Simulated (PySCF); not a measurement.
Species: C₆H₅ClO.
SMILES: `Oc1ccccc1Cl`

Level: CAM-B3LYP/def2-SVPD in PySCF, non-relativistic, on one gas-phase PBE0-D3(BJ)/def2-SVP geometry that isn't relaxed in the solvent. The solvent is an IEF-PCM continuum (Bondi radii, 1.10 Å for H, scaled by 1.2), and excitations are vertical TDDFT with non-equilibrium linear response and a frozen core. Only the electrostatic response of the medium enters.

Gas-phase singlets (H = HOMO, L = LUMO):

```json
{"state": "S1", "E (eV)": "5.108", "λ (nm)": "243", "f": "0.046", "leading configurations": "H→L 78%, H-1→L+1 20%"}
{"state": "S2", "E (eV)": "5.899", "λ (nm)": "210", "f": "0.015", "leading configurations": "H→L+1 61%, H-1→L 37%"}
{"state": "S3", "E (eV)": "6.090", "λ (nm)": "204", "f": "0.000", "leading configurations": "H→L+2 74%"}
{"state": "S4", "E (eV)": "6.519", "λ (nm)": "190", "f": "0.007", "leading configurations": "H→L+3 81%"}
{"state": "S5", "E (eV)": "6.735", "λ (nm)": "184", "f": "0.498", "leading configurations": "H-1→L 61%, H→L+1 35%"}
```

How does the list change in cyclohexane (ε = 2.017)?

| state | E (eV) | λ (nm) | f | leading configurations | change by rank (eV) |
| --- | --- | --- | --- | --- | --- |
| S1 | 5.093 | 243 | 0.070 | H→L 80%, H-1→L+1 18% | -0.015 |
| S2 | 5.864 | 211 | 0.022 | H→L+1 63%, H-1→L 35% | -0.035 |
| S3 | 6.106 | 203 | 0.000 | H→L+2 74% | +0.016 |
| S4 | 6.516 | 190 | 0.007 | H→L+3 82% | -0.003 |
| S5 | 6.565 | 189 | 0.676 | H-1→L 62%, H→L+1 34% | -0.170 |

What are the lowest 5 singlets in water (ε = 78.36)?

```tsv
state	E (eV)	λ (nm)	f	leading configurations	change by rank (eV)
S1	5.111	243	0.063	H→L 79%, H-1→L+1 19%	+0.003
S2	5.881	211	0.020	H→L+1 62%, H-1→L 36%	-0.018
S3	6.158	201	0.000	H→L+2 72%	+0.068
S4	6.528	190	0.006	H→L+3 82%, H→L+2 8%	+0.009
S5	6.606	188	0.650	H-1→L 61%, H→L+1 35%	-0.129
```

How do the frontier levels move from gas to water?

```tsv
orbital	gas (eV)	solvent (eV)	change (eV)
LUMO+2	1.10	1.23	+0.13
LUMO+1	0.85	0.91	+0.06
LUMO	0.38	0.45	+0.07
HOMO	-8.01	-7.97	+0.04
HOMO-1	-8.71	-8.65	+0.06
HOMO-2	-10.95	-10.86	+0.09
HOMO-3	-11.24	-11.20	+0.04
```

The HOMO–LUMO gap goes from 8.39 to 8.43 eV.

Conformer computed: `[OH:1][c:2]1[cH:3][cH:4][cH:5][cH:6][c:7]1[Cl:8]`: H–O1–C2–C3 180°.
